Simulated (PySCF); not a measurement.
Computed properties of (1Z)-1-chloro-2-fluorobuta-1,3-diene (C4H4ClF), SMILES C=C/C(F)=C/Cl

(1Z)-1-chloro-2-fluorobuta-1,3-diene (C₄H₄ClF), SMILES F/C(=C\Cl)C=C. The structure is a stationary point at B3LYP-D3(BJ)/def2-SVP. One conformer was computed; it need not be the lowest. All values are computed for the isolated molecule unless a solvent is named; none is compared with measurement here.

**Structure.** The optimised structure has Cs symmetry. All 24 harmonic modes at B3LYP-D3(BJ)/def2-SVP (PySCF) are real, so it is a minimum. With heavy atoms numbered as in [CH2:1]=[CH:2]/[C:3]([F:4])=[CH:5]/[Cl:6], the shortest bond between them is C3–F4 at 1.338 Å and the longest C5–Cl6 at 1.724 Å.

**Vibrations.** The strongest infrared lines (harmonic, unscaled, degenerate partners summed) lie at 910 cm⁻¹ (49 km/mol, C 59 %, F 18 %, H 16 %), 1361 cm⁻¹ (47 km/mol, C 52 %, H 42 %), 944 cm⁻¹ (36 km/mol, H 72 %, C 28 %). The softest mode is at 112 cm⁻¹ and the zero-point energy is 43.1 kcal/mol.

**Electronic structure.** CAM-B3LYP/def2-TZVP (PySCF) places the frontier levels at -8.08 and -0.27 eV, a gap of 7.81 eV, and gives a dipole moment of 2.35 D and a mean polarisability of 67.2 bohr³. PBE/def2-TZVP (PySCF) at the same geometry gives -5.80 and -2.21 eV, so its gap is 4.22 eV narrower. An orbital gap is neither the optical nor the fundamental gap.

**Excitations.** TDA-ωB97X/def2-SVPD (PySCF) has S1 at 6.05 eV (205 nm, f = 1.087, bright); the most intense of the 10 singlets computed lies at 6.05 eV (f = 1.09). T1 (TDA) is at 3.13 eV, 2.92 eV under S1. TDA-PBE/def2-SVPD (PySCF) puts S1 at 5.33 eV. No vertical singlet excitation falls in the visible range (under 3.1 eV).

**NMR.** GIAO shifts at KT2/pcSseg-1 (PySCF) (non-relativistic, atoms alike by connectivity averaged): ¹³C from 108.9 to 161.3 ppm against TMS; ¹H from 5.6 to 6.1 ppm against TMS; ¹⁹F at -156.2 ppm against CFCl3. Without spin–orbit terms, shifts of atoms bonded to Cl or Br come out too high.

**Solvation.** SMD-B3LYP/def2-SVP (PySCF) gives 0.7 kcal/mol in water, -3.0 kcal/mol in methanol, -4.1 kcal/mol in dichloromethane (1 M in both phases, gas-phase geometry); of these solvents dichloromethane holds the molecule best.
